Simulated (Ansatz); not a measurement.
`Cl[Si](Cl)(Cl)Cc1ccc(-c2cnc(-c3ccccc3)nc2)cc1` was relaxed with PBE-D4 (def2-SVP) in Ansatz in these states: charge +1 doublet, charge -1 doublet, neutral singlet. The geometries follow in no particular order.

Single mean-field runs in def2-SVP are fitted with def2-universal-jkfit.

A:

```xyz
36

Cl   -4.869   -4.242    1.486
Si   -6.000   -2.846    0.461
Cl   -7.871   -3.648    0.093
Cl   -6.210   -1.167    1.648
C    -5.168   -2.395   -1.167
C    -3.817   -1.762   -0.957
C    -2.660   -2.555   -0.809
C    -1.414   -1.970   -0.568
C    -1.276   -0.567   -0.458
C     0.041    0.048   -0.208
C     1.029   -0.559    0.602
N     2.226   -0.019    0.824
C     2.487    1.175    0.244
C     3.819    1.780    0.480
C     4.758    1.134    1.314
C     6.017    1.705    1.534
C     6.355    2.925    0.923
C     5.425    3.573    0.092
C     4.164    3.007   -0.129
N     1.616    1.853   -0.537
C     0.426    1.293   -0.755
C    -2.438    0.224   -0.600
C    -3.684   -0.363   -0.840
H    -5.867   -1.716   -1.698
H    -5.102   -3.333   -1.757
H    -2.738   -3.651   -0.890
H    -0.524   -2.613   -0.489
H     0.817   -1.519    1.108
H     4.471    0.180    1.780
H     6.743    1.195    2.186
H     7.346    3.372    1.096
H     5.687    4.529   -0.388
H     3.420    3.495   -0.775
H    -0.264    1.843   -1.422
H    -2.370    1.318   -0.493
H    -4.576    0.276   -0.930
```

B:

Cartesian coordinates in Å:
```
Cl -3.804 -5.124 1.143
Si -3.855 -5.298 -0.909
Cl -4.617 -7.118 -1.457
Cl -4.971 -3.767 -1.715
C -2.067 -5.167 -1.580
C -1.450 -3.867 -1.223
C -0.754 -3.704 0.008
C -0.223 -2.475 0.369
C -0.361 -1.337 -0.483
C 0.196 -0.051 -0.108
C 0.447 0.325 1.250
N 0.950 1.498 1.588
C 1.255 2.380 0.601
C 1.824 3.669 0.976
C 1.942 4.022 2.352
C 2.490 5.252 2.706
C 2.919 6.147 1.699
C 2.802 5.807 0.333
C 2.262 4.576 -0.032
N 1.059 2.123 -0.720
C 0.542 0.958 -1.063
C -1.065 -1.503 -1.714
C -1.603 -2.732 -2.068
H -2.159 -5.310 -2.677
H -1.528 -6.033 -1.143
H -0.633 -4.569 0.677
H 0.332 -2.390 1.314
H 0.156 -0.344 2.079
H 1.582 3.312 3.111
H 2.581 5.532 3.765
H 3.350 7.119 1.983
H 3.147 6.510 -0.440
H 2.175 4.275 -1.085
H 0.451 0.759 -2.145
H -1.214 -0.643 -2.383
H -2.158 -2.834 -3.012
```

C:

Cartesian coordinates in Å:
```
Cl 1.298 -4.498 -4.706
Si -0.140 -3.417 -5.759
Cl -0.103 -4.094 -7.764
Cl -2.003 -3.908 -4.968
C 0.182 -1.560 -5.627
C 0.151 -1.080 -4.206
C 1.315 -1.090 -3.394
C 1.282 -0.680 -2.065
C 0.075 -0.236 -1.431
C 0.040 0.204 -0.050
C 1.148 0.090 0.856
N 1.131 0.491 2.115
C -0.023 1.056 2.589
C -0.056 1.506 3.978
C 1.078 1.360 4.827
C 1.041 1.791 6.155
C -0.121 2.384 6.691
C -1.250 2.535 5.859
C -1.223 2.106 4.530
N -1.148 1.221 1.825
C -1.104 0.809 0.570
C -1.094 -0.252 -2.261
C -1.057 -0.662 -3.589
H -0.591 -1.073 -6.261
H 1.165 -1.387 -6.117
H 2.272 -1.421 -3.831
H 2.223 -0.682 -1.496
H 2.093 -0.373 0.511
H 1.978 0.896 4.397
H 1.934 1.665 6.791
H -0.146 2.723 7.739
H -2.168 2.996 6.261
H -2.097 2.216 3.871
H -2.027 0.969 -0.021
H -2.061 0.060 -1.839
H -1.989 -0.664 -4.178
```

Judge from the bond lengths which geometry belongs to which state (an estimate).

A is the neutral singlet (Si2–Cl3 2.069 Å, Si2–C5 1.883 Å, C9–C10 1.475 Å); B is the charge +1 doublet (Si2–Cl3 2.047 Å, Si2–C5 1.915 Å, C9–C10 1.451 Å); C is the charge -1 doublet (Si2–Cl3 2.117 Å, Si2–C5 1.889 Å, C9–C10 1.450 Å).

At PBE-D4/def2-SVP the highest occupied level of the relaxed charge -1 doublet lies above zero (up to 0.58 eV). By energy differences its removal costs 0.88 eV (each at its own geometry, to the charge 0 singlet, at PBE0-D4/def2-TZVP).
